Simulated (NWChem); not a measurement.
Species: C$_{2}$H$_{4}$ClFSi; SMILES [SiH2](C(F)=C)Cl

```xyz
9

C     -1.5606     1.2601     0.0000
C     -0.2311     1.2156     0.0000
F      0.4913     2.3536     0.0000
Si     0.8727    -0.3093     0.0000
Cl    -0.3325    -1.9897     0.0000
H     -2.1310     0.3300     0.0000
H     -2.0938     2.2149     0.0000
H      1.7259    -0.3192    -1.2186
H      1.7259    -0.3192     1.2186
```
Atoms are numbered in this order, from 1.

All runs: NWChem. Pople sets run with spherical d functions. STO-3G and 3-21G are far too small for this property and stand as cheap habits. All runs use the structure optimised with PBE0/def2-SVP. B3LYP is NWChem's, with the RPA form of VWN correlation. GIAO values for the isolated, static molecule; σ is the absolute isotropic shielding, δ = σ(reference) − σ with the isolated reference molecule computed at the same levels (13C: tetramethylsilane, 19F: trichlorofluoromethane, 1H: tetramethylsilane, 29Si: tetramethylsilane).

| level | δ C2 (ppm) | δ F3 (ppm) | δ Si4 (ppm) | σ Cl5 (ppm) | δ H6 (ppm) | δ H7 (ppm) | δ H8 (ppm) |
|---|---|---|---|---|---|---|---|
| PBE/pcSseg-1 | 174.0 | -104.9 | -29.5 | 987.1 | 5.51 | 5.73 | 5.31 |
| KT2/pcSseg-1 | 164.9 | -119.4 | -29.8 | 995.6 | 5.35 | 5.62 | 5.27 |
| PBE0/pcSseg-1 | 174.0 | -101.5 | -27.2 | 1007.6 | 5.65 | 5.89 | 5.18 |
| B3LYP/6-311G** | 173.3 | -114.2 | -27.9 | 982.6 | 5.49 | 5.75 | 5.29 |
| Hartree-Fock/STO-3G | … | … | -29.1 | … | … | 5.90 | … |

### Question
Some entries are withheld; supply them.

### Answer

- Hartree-Fock/STO-3G, δ C2 (ppm): 139.0
- Hartree-Fock/STO-3G, δ F3 (ppm): 2.8
- Hartree-Fock/STO-3G, σ Cl5 (ppm): 1244.2
- Hartree-Fock/STO-3G, δ H6 (ppm): 5.86
- Hartree-Fock/STO-3G, δ H8 (ppm): 2.90
